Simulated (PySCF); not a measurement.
CH12O3Si4

CH12O3Si4 is a molecule, neutral, singlet. The structure, one conformer, was relaxed in the gas phase by PBE0-D3(BJ)/def2-SVP. No frequency run checks that it is a minimum.

SMILES: C[Si](O[SiH3])(O[SiH3])O[SiH3]

```tsv
atom	x (Å)	y (Å)	z (Å)
Si1	0.109	-1.728	-2.002
O2	-0.889	-0.755	-1.106
Si3	-0.955	0.260	0.195
O4	-0.278	-0.501	1.493
Si5	1.116	-1.127	2.133
O6	-0.069	1.610	-0.146
Si7	1.406	2.154	-0.669
C8	-2.700	0.716	0.558
H9	1.454	-1.088	-2.152
H10	0.277	-3.053	-1.335
H11	-0.498	-1.922	-3.348
H12	0.753	-2.131	3.172
H13	1.922	-1.790	1.061
H14	1.934	-0.042	2.752
H15	1.582	3.562	-0.216
H16	1.481	2.097	-2.159
H17	2.500	1.308	-0.098
H18	-3.284	-0.179	0.815
H19	-3.161	1.194	-0.319
H20	-2.746	1.419	1.403
```

Shieldings: GIAO PBE0/pcSseg-1. Shifts are against computed references at the same level: C TMS (σ 184.4 ppm), H TMS (σ 31.27 ppm), Si TMS (σ 352.0 ppm). Core levels by delta-SCF with SCAN, pcX-2 on the ionised atom and pcseg-1 elsewhere, spin-free X2C (2p3/2 is the spin-free 2p value less a third of a first-order spin-orbit splitting); from the vacuum level, for chosen atoms.

(1) Give the shieldings and core levels atom by atom.

(2) Which of Si1, Si3 holds its core electrons tightest, and by how much against the loosest?

(3) By CAM-B3LYP/def2-SVPD (TDDFT singlets, Tamm-Dancoff triplets, ionisation by delta-SCF), where does absorption start, and what does vertical ionisation take?

Results:

(1) 
```json
{"atoms": "Si1 Si5 Si7", "bonded to": "1 O + 3 H", "σ (ppm)": "392.1", "δ (ppm)": "-40.2", "core level (eV)": "2p3/2 107.53"}
{"atoms": "O2 O4 O6", "bonded to": "2 Si", "σ (ppm)": "279.8", "δ (ppm)": "-", "core level (eV)": "1s 537.79"}
{"atoms": "Si3", "bonded to": "1 C + 3 O", "σ (ppm)": "402.3", "δ (ppm)": "-50.3", "core level (eV)": "2p3/2 107.97"}
{"atoms": "C8", "bonded to": "1 Si + 3 H", "σ (ppm)": "188.2", "δ (ppm)": "-3.8", "core level (eV)": "1s 290.32"}
{"atoms": "H9 H10 H11", "bonded to": "1 Si", "σ (ppm)": "26.13", "δ (ppm)": "5.14", "core level (eV)": "-"}
{"atoms": "H12 H13 H14", "bonded to": "1 Si", "σ (ppm)": "26.12", "δ (ppm)": "5.14", "core level (eV)": "-"}
{"atoms": "H15 H16 H17", "bonded to": "1 Si", "σ (ppm)": "26.13", "δ (ppm)": "5.14", "core level (eV)": "-"}
{"atoms": "H18 H19 H20", "bonded to": "1 C", "σ (ppm)": "31.15", "δ (ppm)": "0.12", "core level (eV)": "-"}
```

Values are those of this one static structure, with the three H of a rotating XH3 group averaged; atoms that internal rotation interchanges would show their mean in an NMR spectrum.

(2) Si3 (bonded to 1 C + 3 O), by 0.44 eV over Si1 (bonded to 1 O + 3 H).

(3) The first singlet with intensity lies at 7.61 eV (f 0.003); what lies below it is dark. The lowest singlet lies at 7.41 eV (f 0.000), the strongest of the first 6 at 7.96 eV (f 0.025), the lowest triplet at 7.09 eV; vertical ionisation takes 10.62 eV.
